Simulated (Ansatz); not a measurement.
Conformers of CH8O4Si2 (`C[SiH](O)O[SiH](O)O`), each relaxed with PBE0-D4/def2-TZVP in Ansatz. CBS adds the triple-zeta coupled-cluster correction to the MP2 limit.

Not all of them had a frequency check.

Conformer A:

```xyz
15

C     1.387   -0.381    1.533
Si    1.387    0.203   -0.228
O     2.105    1.668   -0.399
O    -0.163    0.295   -0.754
Si   -1.578   -0.465   -0.995
O    -2.073   -1.317    0.305
O    -2.720    0.666   -1.302
H     0.855    0.321    2.182
H     2.406   -0.490    1.911
H     0.884   -1.349    1.613
H     2.154   -0.694   -1.121
H     1.812    2.384    0.165
H    -1.419   -1.437   -2.091
H    -2.591   -0.853    0.965
H    -2.445    1.446   -1.786
```

Conformer B:

Cartesian coordinates in Å:
```
C 0.912 2.515 -0.305
Si -0.121 1.017 -0.619
O 0.450 0.257 -1.953
O -0.027 -0.005 0.676
Si -0.169 -1.595 0.933
O -0.162 -2.309 -0.548
O -1.583 -2.032 1.626
H 0.866 3.196 -1.159
H 1.957 2.235 -0.146
H 0.558 3.051 0.578
H -1.556 1.372 -0.783
H 0.244 -0.683 -2.002
H 0.964 -2.030 1.774
H -0.615 -3.151 -0.626
H -1.719 -1.838 2.554
```

Conformer C:

Z-matrix (Å, degrees):
```
C
Si 1 1.847
H 1 1.093 2 110.4
H 1 1.093 2 110.8 3 -119.7
H 1 1.092 2 110.7 3 119.8
O 2 1.638 1 108.8 3 -59.7
O 2 1.652 1 110.2 3 -179.6
H 2 1.486 1 111.2 3 62.9
H 6 0.963 2 114.8 1 -150.5
Si 7 1.615 2 138.7 1 131.2
O 10 1.635 7 113.9 2 -104.0
O 10 1.644 7 106.5 2 12.3
H 10 1.477 7 108.3 2 133.3
H 11 0.958 10 118.5 7 -75.2
H 12 0.958 10 116.9 7 -157.0
```

(1) Which is lowest in electronic energy at CCSD(T)/CBS (frozen core, def2 sets), and by how much? (Best estimate.)

(2) Give the energies relative to B (kJ/mol) with PBE-D4/def2-TZVPP, PBE0-D4/def2-TZVPP, B2PLYP/def2-TZVPP, HF/def2-TZVPP, SCS-MP2/def2-TZVPP, HF/CBS(def2), MP2/CBS(def2). (Best estimate.)

## Answers

(1) Computed: B; A lies 8.0 kJ/mol higher, C lies 0.7 kJ/mol higher. Gaps under about 2 kJ/mol don't settle the order.

(2) The calculation gave: 
```tsv
level	A	C
PBE-D4/def2-TZVPP	8.4	0.7
PBE0-D4/def2-TZVPP	8.3	0.6
B2PLYP/def2-TZVPP	7.5	0.8
HF/def2-TZVPP	4.4	0.5
SCS-MP2/def2-TZVPP	7.4	0.8
HF/CBS(def2)	4.0	0.5
MP2/CBS(def2)	8.0	0.7
```
